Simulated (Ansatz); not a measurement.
Cartesian coordinates in Å:
```
O -2.5886 -1.0336 0.3821
Si -1.2955 -0.0590 0.1137
S -0.9583 1.4306 1.6133
P 0.5971 -1.2520 0.0066
Si 1.8629 0.4691 -0.7097
H -2.5752 -1.5975 1.1574
H -1.6470 0.6924 -1.1100
H -0.2298 0.6231 2.4038
H 0.3287 -1.7781 -1.2864
H 2.4449 1.1313 0.4829
H 1.1048 1.4680 -1.5084
H 2.9559 -0.0944 -1.5450
```

Charge 0, multiplicity 1.

Q: List the ωB97M-V/def2-TZVPP orbital energies in eV (Ansatz 0.2.0). (Estimate.)

A: Computed: Occupied: -2426.87, -2105.10, -1808.22, -1807.26, -526.46, -220.87, -182.69, -163.98, -163.90, -163.81, -149.13, -148.33, -131.32, -131.29, -131.24, -103.27, -103.25, -103.22, -102.46, -102.43, -102.43, -31.22, -23.43, -20.92, -18.50, -17.35, -15.49, -14.28, -13.59, -13.14, -12.82, -12.28, -11.96, -11.36, -10.41, -10.06, -9.57. Lowest empty: 1.39, 1.70, 2.08, 2.16, 2.53, 2.65, 2.78, 3.23.
